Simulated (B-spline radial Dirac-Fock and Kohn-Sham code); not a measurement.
# Diagram lines of Br

System: neutral bromine in the configuration [Ar] 3d10 4s2 4p5.

The computed values come from an atomic code on a B-spline grid: relaxed Dirac-Fock hole states (ΔSCF) with Breit and QED corrections and a finite nucleus. A line energy is the difference of two single-hole energies; the list is a selection of electric-dipole transitions between resolved j subshells. Correlation energy is missing from these numbers.

| line | energy (keV) | wavelength (Å) | tabulated (keV) | difference (eV) |
| --- | --- | --- | --- | --- |
| Kβ3 | 13.281 | 0.93357 | 13.284 | -3.8 |
| Kα2 | 11.876 | 1.0440 | 11.878 | -1.5 |
| Lβ4 | 1.5954 | 7.7713 | 1.5927 | +2.7 |
| Lγ5 | 1.5791 | 7.8517 | 1.5687 | +10.4 |
| Lβ1 | 1.5280 | 8.1142 | 1.5259 | +2.1 |
| Lη | 1.3373 | 9.2712 | 1.3395 | -2.2 |

The tabulated energies are for the element in its standard state (xraylib 4.2 line table). The largest relative deviation is 0.66 %.
